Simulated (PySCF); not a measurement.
Candidates: GeF₂, GeCl₂, GeBr₂. Level: PBE0 in the def2-TZVP basis family, all electrons, no relativity, computed in PySCF with density fitting; open shells unrestricted.

One of them gave a singlet of C2v symmetry with wavenumbers 259, 667, 694 cm⁻¹ and a HOMO–LUMO gap of 6.36 eV.

**Question.** Which molecule is it?
A. GeCl₂
B. GeBr₂
C. GeF₂

**Answer.** C. That is GeF₂, with Ge–F 1.745 Å (×2). The others give GeCl₂ 2.182 Å and 409 cm⁻¹ for the highest mode; GeBr₂ 2.342 Å and 292 cm⁻¹ for the highest mode.

The structures come from searches over a few start shapes, so lower isomers are not excluded.
